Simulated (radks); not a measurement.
Neutral dysprosium, configuration [Xe] 4f10 6s2 (the NIST ground configuration). All-electron calculation, scalar-relativistic Kohn-Sham, r2SCAN, spin-polarised, spherical densities, finite nucleus; open shells are filled with parallel spins first (spin-orbit coupling, left out, can overturn this in heavy ions); meta-GGA in the generalised Kohn-Sham scheme; Fermi nuclear charge, rms radius 5.2218 fm. Program: a radial shooting solver on a logarithmic mesh with Libxc functionals.

Unscreened Slater integrals over Kohn-Sham orbitals (cm^-1). They are taken over the spin-up orbitals.

F0(6s,6s): 48102
F0(6s,4f): 62752
G3(6s,4f): 1907.7
F0(6s,5p): 60589
G1(6s,5p): 3819.3
F0(4f,4f): 243330
F2(4f,4f): 112700
F4(4f,4f): 70179
F6(4f,4f): 50344
F0(4f,5p): 154610
F2(4f,5p): 53186
G2(4f,5p): 29017
G4(4f,5p): 21972
F0(5p,5p): 129420
F2(5p,5p): 69398

Derived for the open shells (J is the average intra-shell exchange parameter used in DFT+U). 4f: F4/F2 = 0.623, F6/F2 = 0.447, J = (286 F2 + 195 F4 + 250 F6)/6435 = 9092 cm^-1.
